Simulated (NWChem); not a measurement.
VF$_{5}$; SMILES [V]([F])([F])([F])([F])[F]

Computed with NWChem. The geometry was optimised at PBE-D3(BJ)/def2-SVP.

For level BLYP/def2-SVP:

| Quantity | Result |
|---|---|
| highest occupied level (eV) | -9.72 |

Problem. Estimate the same quantities for level BP86/def2-SVP.

Solution. 
* **highest occupied level (eV)**: -10.02
